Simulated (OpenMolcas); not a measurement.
**Sm3+ in a point-charge field**

Sm3+ among 8 point charges of -1.5 e arranged as a hexagonal bipyramid (D6h), 2.41 Å from the ion, with the axial distance 2.049 Å.
```
   2.4100    0.0000    0.0000  -1.50
   1.2050    2.0871    0.0000  -1.50
  -1.2050    2.0871    0.0000  -1.50
  -2.4100    0.0000    0.0000  -1.50
  -1.2050   -2.0871    0.0000  -1.50
   1.2050   -2.0871    0.0000  -1.50
   0.0000    0.0000    2.0485  -1.50
   0.0000    0.0000   -2.0485  -1.50
```

```
Program             : OpenMolcas
Method              : CASSCF
Basis               : ANO-RCC-VTZP [8s7p5d3f2g1h]
Scalar Hamiltonian  : DKH2, point nucleus
Active space        : 5 electrons in 7 orbitals (4f)
State averaging     : 2S+1 = 6 odd, 21 roots; 2S+1 = 4 odd, 128 roots kept (CI in the orbitals of an earlier block, 108 in the spin-orbit step); 2S+1 = 2 odd, 130 roots kept (CI in the orbitals of an earlier block, 41 in the spin-orbit step)
Spin-orbit coupling : RASSI with atomic mean-field integrals over the reference wave functions
```

The lowest spin-free states, above the lowest:

| State | Degeneracy | E (cm-1) | Free-ion L (%) |
| --- | --- | --- | --- |
| 2S+1 = 6 | 1 | 0.0 | H (99) |
| 2S+1 = 6 | 1 | 97.0 | H (100) |
| 2S+1 = 6 | 2 | 196.5 | H (100) |
| 2S+1 = 6 | 2 | 274.8 | H (100) |
| 2S+1 = 6 | 2 | 441.9 | H (100) |
| 2S+1 = 6 | 1 | 535.2 | H (100) |
| 2S+1 = 6 | 2 | 789.2 | H (100) |
| 2S+1 = 6 | 2 | 7023 | F (100) |
| 2S+1 = 6 | 1 | 7093 | F (99) |
| 2S+1 = 6 | 1 | 7130 | F (100) |
| 2S+1 = 6 | 2 | 7154 | F (100) |
| 2S+1 = 6 | 1 | 7285 | F (100) |
| 2S+1 = 4 | 1 | 22467 | I (82) |
| 2S+1 = 4 | 2 | 22470 | I (93) |
| 2S+1 = 4 | 1 | 22486 | I (86) |
| 2S+1 = 4 | 2 | 22578 | I (62) |
| 2S+1 = 4 | 2 | 22580 | I (94) |
| 2S+1 = 4 | 2 | 22728 | M (85) |
| 2S+1 = 4 | 1 | 22735 | M (90) |
| 2S+1 = 4 | 1 | 22752 | M (98) |

The lowest levels with spin-orbit coupling:

```json
{"E (cm-1)": "0.0", "Degeneracy": "2", "2S+1": "6", "J": "2.51", "|mJ| (%)": "3/2 (100)", "g": "0.00 0.00 0.53"}
{"E (cm-1)": "114.5", "Degeneracy": "2", "2S+1": "6", "J": "2.52", "|mJ| (%)": "1/2 (100)", "g": "0.32 1.11 1.11"}
{"E (cm-1)": "227.6", "Degeneracy": "2", "2S+1": "6", "J": "2.57", "|mJ| (%)": "5/2 (100)", "g": "0.13 0.13 2.35"}
{"E (cm-1)": "1115", "Degeneracy": "2", "2S+1": "6", "J": "3.49", "|mJ| (%)": "1/2 (100)", "g": "1.20 3.65 3.65"}
{"E (cm-1)": "1229", "Degeneracy": "2", "2S+1": "6", "J": "3.50", "|mJ| (%)": "3/2 (100)", "g": "0.00 0.00 2.46"}
{"E (cm-1)": "1239", "Degeneracy": "2", "2S+1": "6", "J": "3.54", "|mJ| (%)": "7/2 (93)", "g": "1.29 1.29 5.79"}
{"E (cm-1)": "1326", "Degeneracy": "2", "2S+1": "6", "J": "3.48", "|mJ| (%)": "5/2 (93)", "g": "1.14 1.14 2.70"}
{"E (cm-1)": "2401", "Degeneracy": "2", "2S+1": "6", "J": "4.49", "|mJ| (%)": "1/2 (100)", "g": "1.12 5.53 5.53"}
{"E (cm-1)": "2475", "Degeneracy": "2", "2S+1": "6", "J": "4.50", "|mJ| (%)": "3/2 (95)", "g": "0.00 0.00 2.49"}
{"E (cm-1)": "2538", "Degeneracy": "2", "2S+1": "6", "J": "4.54", "|mJ| (%)": "9/2 (95)", "g": "0.00 0.00 9.54"}
{"E (cm-1)": "2562", "Degeneracy": "2", "2S+1": "6", "J": "4.49", "|mJ| (%)": "5/2 (86)", "g": "2.81 2.81 3.30"}
{"E (cm-1)": "2619", "Degeneracy": "2", "2S+1": "6", "J": "4.49", "|mJ| (%)": "7/2 (86)", "g": "2.79 2.79 5.37"}
{"E (cm-1)": "3875", "Degeneracy": "2", "2S+1": "6", "J": "5.49", "|mJ| (%)": "1/2 (100)", "g": "1.22 7.33 7.33"}
{"E (cm-1)": "3895", "Degeneracy": "2", "2S+1": "6", "J": "5.49", "|mJ| (%)": "3/2 (99)", "g": "0.00 0.00 3.43"}
{"E (cm-1)": "3944", "Degeneracy": "2", "2S+1": "6", "J": "5.49", "|mJ| (%)": "5/2 (90)", "g": "3.64 3.64 4.42"}
{"E (cm-1)": "4006", "Degeneracy": "2", "2S+1": "6", "J": "5.49", "|mJ| (%)": "7/2 (90)", "g": "3.63 3.63 6.70"}
{"E (cm-1)": "4028", "Degeneracy": "2", "2S+1": "6", "J": "5.49", "|mJ| (%)": "9/2 (99)", "g": "0.00 0.00 10.42"}
{"E (cm-1)": "4030", "Degeneracy": "2", "2S+1": "6", "J": "5.54", "|mJ| (%)": "11/2 (100)", "g": "0.01 0.01 13.72"}
{"E (cm-1)": "5426", "Degeneracy": "2", "2S+1": "6", "J": "6.49", "|mJ| (%)": "5/2 (53)", "g": "0.72 7.96 7.96"}
{"E (cm-1)": "5455", "Degeneracy": "2", "2S+1": "6", "J": "6.49", "|mJ| (%)": "7/2 (53)", "g": "1.61 7.91 7.91"}
```

Powder χT (cm3 K/mol): 0.0113 at 2 K, 0.0207 at 10 K, 0.0687 at 50 K, 0.126 at 100 K, 0.218 at 200 K, 0.304 at 300 K. The effective moment at 300 K is 2.828 √(χT) = 1.56 μB.

Hund's rules give f5 the level 6H5/2 with g = 0.286, so an isolated free-ion multiplet has χT = g² J(J+1) / 8 = 0.089 cm3 K/mol. The computed 0.304 at 300 K differs by +240 %, through the field's splitting, the mixing of terms and any other multiplet in reach.

Stevens parameters of the J = 5/2 multiplet, which is 228 cm-1 wide (cm-1, z along the main axis): B20 = 8.092e+00, B40 = 5.436e-01.

High states are left out of the spin-orbit mixing, which shifts the levels that they would mix with. Point charges carry no covalency, so the field is a model and not that of real ligands. An unlabelled pair can be two single states that coincide in this model. The first state left out of the spin-orbit step lies near 39000 cm-1 above the lowest spin-free state of the reference (among the parities and spins computed), and the lists stop at four fifths of that energy or lower. No measured value stands beside these numbers.

A state without a sure symmetry label is named by its multiplicity alone.
